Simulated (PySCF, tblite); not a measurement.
Species: C3H9NO4S2.
Geometry (GFN2-xTB, Å), atoms numbered from 1 in this order:
```xyz
19
C3H9NO4S2 angstrom
C     -2.608   -0.094   -0.590
C     -1.626   -0.935    0.191
S     -0.422    0.163    0.948
O     -1.075    1.178    1.717
O      0.620   -0.583    1.588
N      0.259    0.951   -0.372
S      1.406    0.111   -1.241
C      2.872    0.090   -0.209
O      0.878   -1.209   -1.382
O      1.664    0.871   -2.425
H     -3.022    0.675    0.059
H     -3.418   -0.707   -0.979
H     -2.100    0.386   -1.422
H     -1.046   -1.610   -0.431
H     -2.093   -1.471    1.013
H      0.289    1.953   -0.355
H      3.584   -0.581   -0.671
H      2.564   -0.276    0.763
H      3.265    1.096   -0.163
```

The calculation used PBE0/pcSseg-1 in PySCF (dipole) on a GFN2-xTB geometry, gas phase.

Take the most abundant isotopes and a rigid rotor. The values belong to one conformer with, in the numbering `[CH3:1][CH2:2][S:3](=[O:4])(=[O:5])[NH:6][S:7]([CH3:8])(=[O:9])=[O:10]`, C1–C2–S3–O4 54°, C2–S3–N6–S7 -79°, S3–N6–S7–C8 -73°.

What are A, B and C (cm⁻¹)?

Ia = 293.34, Ib = 609.47, Ic = 709.79 u·Å²; 505379 MHz·u·Å²/I gives 1723, 829.2 and 712.0 MHz, that is A = 0.05747, B = 0.02766, C = 0.02375 cm⁻¹.

What kind of rotor is it?

An asymmetric top. Ray's parameter κ = (2B − A − C)/(A − C) = -0.768; −1 is the prolate and +1 the oblate limit.

What does the inertial defect say?

Not planar: Δ = Ic − Ia − Ib = -193.03 u·Å². For a rigid frame Δ = −2 Σ m c², so Σ m c² = 96.51 u·Å² lies off the ab plane: 11.09 from hydrogen and 85.43 from heavier atoms. The atom farthest from that plane is 1.88 Å away.

Where do the levels up to J = 3 lie, in K?

Above 0(0,0), as E/k:
J = 1: 1(0,1) 0.074, 1(1,1) 0.117, 1(1,0) 0.122
J = 2: 2(0,2) 0.221, 2(1,2) 0.259, 2(1,1) 0.276, 2(2,1) 0.405, 2(2,0) 0.405
J = 3: 3(0,3) 0.441, 3(1,3) 0.472, 3(1,2) 0.506, 3(2,2) 0.627, 3(2,1) 0.629, 3(3,1) 0.855, 3(3,0) 0.855
Those of J = 1 are B + C, A + C and A + B.

Which types of transition are allowed, and where do some lines up to J = 5 fall?

The dipole components are |μa| = 0.21 D, |μb| = 0.13 D, |μc| = 0.39 D. The squared components, which scale the intensities, stand as 0.28 : 0.11 : 1.00 (a : b : c). Some lines, for components of 0.1 D or more:

```
type  branch         J(Ka,Kc)    MHz  lower level (cm⁻¹)
   a       Q  4(1,3) ← 4(1,4)   1168               0.525
   b       Q  5(1,4) ← 5(0,5)   2095               0.760
   b       Q  5(2,3) ← 5(1,4)   2379               0.829
   b       Q  2(2,0) ← 2(1,1)   2692               0.192
   b       Q  4(3,2) ← 4(2,3)   4796               0.641
   c       R  3(1,2) ← 2(0,2)   5931               0.154
   b       Q  5(4,2) ← 5(3,3)   6641               1.059
   c       R  4(1,3) ← 3(0,3)   7726               0.307
   a       R  5(4,1) ← 4(4,0)   7730               1.023
   a       R  5(2,3) ← 4(2,2)   7875               0.646
   c       Q  5(5,1) ← 5(4,1)   8547               1.280
   c       R  4(2,3) ← 3(1,3)   9371               0.328
   c       R  5(1,4) ← 4(0,4)   9609               0.509
   c       R  4(3,2) ← 3(2,2)  10952               0.436
```

Estimate the classical rotational partition function at 50 K, 100 K and 500 K.

Point group C1, symmetry number σ = 1; q = (√π/σ)·√((kT/h)³/(ABC)), k/h = 20836.6 MHz/K: 59100 at 50 K, 167000 at 100 K, 1870000 at 500 K.

Its GFN2-xTB frequencies are all real (lowest 55 cm⁻¹). No vibrational averaging or centrifugal distortion is included, and the geometry carries the error of its method. A rigid rotor knows nothing of inversion at nitrogen or internal rotation, which can split or shift real lines. Quadrupole hyperfine structure (14N) is left out.
